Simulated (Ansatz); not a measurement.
Species: sum formula MnOBrH, charge 0, multiplicity 6. The spin state was set by rule; other spins were not relaxed. 
Structure (B3LYP-D3(BJ)/def2-TZVP (Ansatz, a program for electronic structure) minimum search):
```xyz
4

Mn     0.1434    -0.7152     0.6016
Br    -0.2248     1.0628    -0.8910
O      0.5324    -2.0861     1.7267
H      0.0260    -2.6280     2.3322
```
Charge 0, spin multiplicity 6.

Property: atomisation energy (electronic, to ground-state atoms), in kJ/mol. Correlated levels leave the core frozen unless marked. UHF or UKS for open shells. Spin-orbit coupling is left out. The frozen core is the preceding noble-gas configuration, with the filled d and f shells of earlier blocks. Non-relativistic. The coupled-cluster limit lacks core correlation, which all-electron functionals hold. CBS(X,Y): correlation extrapolated as X^-3; Hartree-Fock from the larger set. The bracket is a focal-point correction in the basis named.

```csv
level,program,atomisation energy (kJ/mol)
BLYP-D3(BJ)/def2-TZVPD,Ansatz + dftd3,?
r2SCAN/def2-TZVPD,Ansatz,?
PBE0/STO-3G,Ansatz,1307.5
PBE0-D3(BJ)/def2-TZVP,Ansatz + dftd3,1180.4
B2GP-PLYP-D4/def2-TZVPD,Ansatz + dftd4,1154.2
B2PLYP-D4/def2-TZVPD,Ansatz + dftd4,?
SCS-MP2/6-31G*,Ansatz,1040.5
CCSD/def2-TZVPP,Ansatz,?
CCSD/def2-TZVPPD,Ansatz,1115.2
"RI-MP2/CBS(def2-TZVPPD,def2-QZVPPD)+[CCSD(T)-MP2]/def2-TZVPPD",Ansatz,1181.1
```

Q: Some entries are withheld; supply them.

A: 
- BLYP-D3(BJ)/def2-TZVPD, atomisation energy (kJ/mol): 1210.7
- r2SCAN/def2-TZVPD, atomisation energy (kJ/mol): 1233.6
- B2PLYP-D4/def2-TZVPD, atomisation energy (kJ/mol): 1161.4
- CCSD/def2-TZVPP, atomisation energy (kJ/mol): 1106.9
